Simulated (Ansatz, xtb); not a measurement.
# Two isomers of C2H10SiSn

Structure X: `C[SiH2][SnH2][CH3]`, a singlet. Structure Y: `C[SiH](C)[SnH3]`, a singlet. Both are isolated molecules in the gas phase, relaxed with PBE0-D3(BJ)/def2-SVP, each in the lowest conformer that the search found.

X (Å):

```json
{"atom": "C", "x (Å)": "1.0282", "y (Å)": "-0.7694", "z (Å)": "-0.6091"}
{"atom": "C", "x (Å)": "-2.1554", "y (Å)": "2.2315", "z (Å)": "-4.0170"}
{"atom": "Si", "x (Å)": "0.5996", "y (Å)": "0.7499", "z (Å)": "-1.6417"}
{"atom": "Sn", "x (Å)": "-1.6684", "y (Å)": "0.4989", "z (Å)": "-2.8273"}
{"atom": "H", "x (Å)": "0.2658", "y (Å)": "-0.9419", "z (Å)": "0.1656"}
{"atom": "H", "x (Å)": "2.0015", "y (Å)": "-0.6399", "z (Å)": "-0.1115"}
{"atom": "H", "x (Å)": "1.0820", "y (Å)": "-1.6681", "z (Å)": "-1.2419"}
{"atom": "H", "x (Å)": "0.5569", "y (Å)": "1.9682", "z (Å)": "-0.7698"}
{"atom": "H", "x (Å)": "1.6606", "y (Å)": "0.9855", "z (Å)": "-2.6737"}
{"atom": "H", "x (Å)": "-2.9199", "y (Å)": "0.2564", "z (Å)": "-1.6699"}
{"atom": "H", "x (Å)": "-1.6526", "y (Å)": "-0.8851", "z (Å)": "-3.8515"}
{"atom": "H", "x (Å)": "-1.3856", "y (Å)": "2.3876", "z (Å)": "-4.7854"}
{"atom": "H", "x (Å)": "-3.1276", "y (Å)": "2.0863", "z (Å)": "-4.5083"}
{"atom": "H", "x (Å)": "-2.2072", "y (Å)": "3.1235", "z (Å)": "-3.3773"}
```

Y (Å):

```yaml
atoms:
  - { symbol: C, position_ang: [-2.0550, -1.8896, -1.9921] }
  - { symbol: C, position_ang: [0.5982, -0.5398, -2.8720] }
  - { symbol: Si, position_ang: [-1.0766, -0.2793, -2.0470] }
  - { symbol: Sn, position_ang: [-0.7521, 0.6359, 0.3367] }
  - { symbol: H, position_ang: [-3.0438, -1.7405, -1.5325] }
  - { symbol: H, position_ang: [-1.5193, -2.6545, -1.4087] }
  - { symbol: H, position_ang: [-2.2076, -2.2816, -3.0104] }
  - { symbol: H, position_ang: [-1.8534, 0.7423, -2.8229] }
  - { symbol: H, position_ang: [1.2033, -1.2684, -2.3105] }
  - { symbol: H, position_ang: [1.1652, 0.4017, -2.9300] }
  - { symbol: H, position_ang: [0.4666, -0.9226, -3.8967] }
  - { symbol: H, position_ang: [0.1272, -0.4765, 1.3101] }
  - { symbol: H, position_ang: [0.1226, 2.1143, 0.3434] }
  - { symbol: H, position_ang: [-2.2517, 0.9209, 1.1247] }
```

Quicker runs give these differences E(Y) − E(X): GFN2-xTB −0.197 eV; HF/STO-3G −0.050 eV (at GFN2-xTB geometries); r2SCAN-D4/def2-SVP −0.207 eV (at GFN2-xTB geometries).

Problem. Estimate E(Y) − E(X) at the level CCSD(T)/def2-SVP + ΔMP2/def2-TZVPP.

Solution. Calculated at CCSD(T)/def2-SVP + ΔMP2/def2-TZVPP: E(Y) − E(X) = −0.149 eV, so structure Y lies lower.

The same difference at several levels:

```tsv
level	geometry	E(Y) − E(X) (eV)	departure from the last row (eV)	job, with rough time for the two
GFN2-xTB	GFN2-xTB	−0.197	−0.047	optimisation, 2 s
HF/STO-3G	GFN2-xTB	−0.050	+0.099	single point, 6 s
r2SCAN-D4/def2-SVP	GFN2-xTB	−0.207	−0.058	single point, 15 s
PBE0-D3(BJ)/def2-SVP	PBE0-D3(BJ)/def2-SVP	−0.237	−0.088	optimisation, 2.7 min
HF/def2-SVP	PBE0-D3(BJ)/def2-SVP	−0.203	−0.053	part of the CCSD(T) run
MP2/def2-SVP	PBE0-D3(BJ)/def2-SVP	−0.184	−0.035	part of the CCSD(T) run
CCSD(T)/def2-SVP	PBE0-D3(BJ)/def2-SVP	−0.185	−0.036	single point
CCSD(T)/def2-SVP + ΔMP2/def2-TZVPP	PBE0-D3(BJ)/def2-SVP	−0.149		single point, 2.5 min
```

As drawn, Y has 1 C–Si, 1 Sn–H in place of 1 C–Sn, 1 Si–H.

None of the levels shown reverses the order. The largest departure from CCSD(T)/def2-SVP + ΔMP2/def2-TZVPP is that of HF/STO-3G, 0.099 eV. The last row adds to CCSD(T) the change of the MP2 difference between the two basis sets, here +0.036 eV.

With thermal terms from frequencies at re-optimised GFN2-xTB minima (ideal gas, soft modes damped towards free rotors, one conformer each, 298.15 K, 1 atm): on the last row, ΔE + ΔZPE = −0.165, ΔH = −0.165, ΔG = −0.162 eV.

The correlated steps freeze 11 core orbitals; the filled d shell of Sn is correlated, in a basis made for valence electrons. Atoms past krypton carry core potentials in the def2 sets, other sets are all-electron and non-relativistic, and no spin–orbit term is included. Codes used: Ansatz 0.2.0, xtb 6.7.1; the last row on 2 threads of Intel(R) Xeon(R) Processor @ 2.50GHz (Skylake/Cascade Lake) on a shared host.
